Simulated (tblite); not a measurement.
Species: C₈H₁₅Al.
Structure used (GFN2-xTB), in Å, numbered top down from 1:
```xyz
24
C8H15Al angstrom
C      0.5045    2.3415    0.7954
C     -0.3386    1.7323    0.1829
C     -1.1973    0.8801   -0.5973
C     -1.1088   -0.5917   -0.1209
C     -1.6113   -1.4782   -1.2610
C     -2.0021   -0.7763    1.1086
C      0.3607   -0.9346    0.2032
Al     1.7112    0.3963   -0.4848
C      3.4514    0.6699    0.4419
H      1.0558    3.0054    1.3977
H     -2.2268    1.2433   -0.5622
H     -0.8407    0.9260   -1.6333
H     -1.6584   -2.5173   -0.9417
H     -0.9323   -1.4116   -2.1097
H     -2.6068   -1.1750   -1.5833
H     -1.7136   -0.0800    1.8949
H     -1.9095   -1.7893    1.4953
H     -3.0491   -0.6016    0.8613
H      0.5243   -1.9984   -0.0092
H      0.4954   -0.8621    1.2984
H      1.5735    0.9204   -1.9445
H      4.2661    0.4549   -0.2598
H      3.6481    1.6780    0.8217
H      3.5929   -0.0123    1.2886
```

Computed values, GFN2-xTB/tblite, gas phase, harmonic and unscaled. Errors from tens to a few hundred cm⁻¹ against measured bands are possible. Modes of hydrogen on aluminium can be 10 to 20 % off. One conformer, not necessarily the lowest. The optimisation stopped once no atom felt more than 0.01 eV/Å.

Lowest wavenumbers of the output (negative numbers stand for imaginary wavenumbers):
```
mode    cm-1
  1     -64.9
  2      43.7
  3      89.2
  4     103.3
  5     121.3
  6     148.5
  7     178.3
  8     247.2
  9     259.2
 10     271.1
 11     279.2
 12     315.2
 13     356.3
 14     370.7
 15     401.7
```

Question: Is this structure a minimum?

Answer: No. 1 mode is imaginary beyond 20i (65i cm⁻¹), so at this level the point lies at or near a first-order saddle.

Question: Which atoms move in the imaginary mode?

Answer: 65i: H24 (methyl hydrogen) 37 %, H23 (methyl hydrogen) 31 %, H22 (methyl hydrogen) 27 %. These are shares of the mass-weighted motion.

Question: What is the remedy?

Answer: Step along that mode in both directions, optimise again with tighter thresholds and repeat the frequencies. The zero-point energy of this point (122.4 kcal/mol) counts the 65 real modes alone, and thermal corrections from it aren't those of a minimum.
